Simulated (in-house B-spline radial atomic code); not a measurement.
Values are calculated unless marked as measured or tabulated.
N in an electron gas of r_s = 1.65: phase shifts, screening and friction

A nucleus sits in a uniform electron gas with a rigid positive background. The Kohn-Sham equations are solved self-consistently in the spin-unpolarised LDA (PW92), non-relativistic, on B-splines with outgoing waves at the boundary and partial waves to l = 8. The model has no lattice, no bands and no magnetic solution. Atomic units; δ_l are the phase shifts at the Fermi level, counted so that each bound state adds π, and good to about 0.0005.

The density parameter is r_s = 1.65 bohr.

```csv
l,δ_l (rad)
0,4.2977
1,1.8538
2,0.1536
3,0.0369
4,0.0089
5,0.0024
6,0.0007
7,0.0004
8,0.0002
```

Bound levels below the band bottom (hartree): s -13.1, s -0.1573.

Question: Check the Friedel sum rule, and say where the screening charge sits.

Answer: k_F = (9π/4)^(1/3)/r_s = 1.16313. The rule is Z = (2/π) Σ (2l + 1) δ_l. The terms are s 2.736, p 3.540, d 0.489, f 0.164 and 0.080 beyond, in all 7.009 against Z = 7. Bound states hold 4 s, 0 p, 0 d electrons, so the scattering states carry 3.01 in all; where a term is smaller than its bound count, the bound level has drawn weight out of the band.

Question: Find the transport cross section and the electronic stopping of a 10 keV N ion (mass 14.01 u).

Answer: σ_tr = (4π/k_F²) Σ (l + 1) sin²(δ_l − δ_(l+1)). The terms for l = 0 to 3 are 0.4127, 1.9667, 0.0407, 0.0031, all together 2.4235, so σ_tr = 9.289 × 2.4235 = 22.511 bohr². With n = 3/(4π r_s³) = 0.05314, the friction coefficient is Q = n k_F σ_tr = 1.3915. For v well below v_F = 1.163, dE/dx = Q v; with 24801 eV per u at v = 1, v = √(10000/(24801 × 14.01)) = 0.1696, so dE/dx = 0.23606 hartree/bohr = 121 eV/nm. The largest term couples the p and d waves.
